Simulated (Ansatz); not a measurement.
`CC[Si]C` + HCl → `CC[Si]Cl` + CH₄ at 500 K and 1 bar (ligand exchange at the Si–C bond).

Gas-phase electronic energies from Ansatz, PBE0-D4/def2-TZVP geometries. CCSD(T)/CBS adds triple-zeta CCSD(T) − MP2 to the extrapolated MP2 energy (def2 sets, frozen cores). This one scheme is used for every species. One conformer a species, not always the lowest.

| species | CCSD(T)/CBS energy (Eh) | H − E (kJ/mol) | S (J/(mol·K)) |
| --- | --- | --- | --- |
| `CC[Si]C` | -408.00123 | 307.7 | 398.0 |
| HCl | -460.38127 | 32.5 | 201.9 |
| `CC[Si]Cl` | -827.97738 | 211.5 | 387.1 |
| CH₄ | -40.46206 | 135.6 | 206.8 |

H − E and S are ideal-gas, rigid-rotor, harmonic terms from PBE0-D4/def2-TZVP, for one conformer and one mirror image of each species. 1 Eh = 2625.50 kJ/mol, R = 8.31446 J/(mol·K).

Task: By hand: ΔE, ΔH, ΔS and ΔG.

Result: ΔE = (-827.97738) + (-40.46206) − (-408.00123) − (-460.38127) = -0.05694 Eh = -149.5 kJ/mol. Δ(H − E) = 211.5 + 135.6 − 307.7 − 32.5 = 6.9, so ΔH = -142.6 kJ/mol. ΔS = 387.1 + 206.8 − 398.0 − 201.9 = -6.0 J/(mol·K). ΔG = -142.6 − 500 × (-6.0)/1000 = -139.6 kJ/mol.

Task: By hand: the equilibrium constant, and the temperature at which ΔG would vanish if ΔH and ΔS stayed fixed.

Result: log₁₀ K = −ΔG/(RT ln 10) = 14.6. ΔG = 0 at ΔH/ΔS = 23767 K, far beyond where these terms or the molecules hold.

The number of gas molecules stays the same, so ΔS is small and ΔH decides. A doubt of 5 kJ/mol in ΔE shifts log₁₀ K by 0.5 here. Other conformers and mirror images would add mixing entropy, several J/(mol·K) or more a flexible species. Modes under 60 cm⁻¹, often nearly free rotors, make the harmonic entropy too high. These are equilibria of isolated gas molecules and say nothing of rates. Largest T1 diagnostic: 0.012 (customary marks: 0.02 for closed shells, 0.045 for open ones).
